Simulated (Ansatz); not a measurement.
Reaction (isomerisation): `F[SiH2]C#[C][GeH3]` → `FC#[C][GeH2][SiH3]`

Program: Ansatz. Geometries: PBE0-D4/def2-TZVP. ΔE: electronic, gas phase. CCSD(T)/CBS is the MP2 limit (def2-TZVPP, def2-QZVPP) plus CCSD(T) − MP2 in def2-TZVPP, frozen cores. DFT in def2-TZVPP. For Ge outer-core shells are correlated without core-valence functions, which leaves a few kJ/mol of doubt a bond. Scalar relativity is left out up to krypton.

| level | ΔE (kJ/mol) | difference from CCSD(T)/CBS |
| --- | --- | --- |
| LDA (SPW92) | 240.9 | -51.7 |
| PBE-D4 | 248.4 | -44.2 |
| revPBE-D4 | 251.4 | -41.2 |
| B97M-V | 280.7 | -11.9 |
| PBE0-D4 | 258.6 | -34.0 |
| r2SCAN0-D4 | 277.3 | -15.3 |
| B2PLYP | 288.7 | -3.9 |
| PBE | 249.2 | -43.4 |
| revPBE | 250.3 | -42.3 |
| r2SCAN | 274.8 | -17.8 |
| PBE0 | 259.4 | -33.2 |
| r2SCANh | 276.0 | -16.6 |
| CAM-B3LYP | 282.2 | -10.4 |
| LC-ωPBE | 265.4 | -27.2 |
| CCSD(T)/def2-TZVPP | 286.5 | -6.1 |
| HF/CBS(def2) | 308.1 | 15.5 |
| CCSD(T)/CBS | 292.6 | 0 |

Largest T1 diagnostic among the species: 0.013.

From BLYP to BHLYP (50 % exact exchange), in def2-TZVPP and without D4, ΔE moves by +20.3 kJ/mol. At CCSD(T), def2-SVP lies −37.5 kJ/mol from the extrapolated value and def2-TZVPP −6.1 kJ/mol. In def2-TZVPP, CCSD(T) changes the Hartree–Fock value by −17.8 kJ/mol (the triples alone add −2.3 kJ/mol) and MP2 by −3.8 kJ/mol.
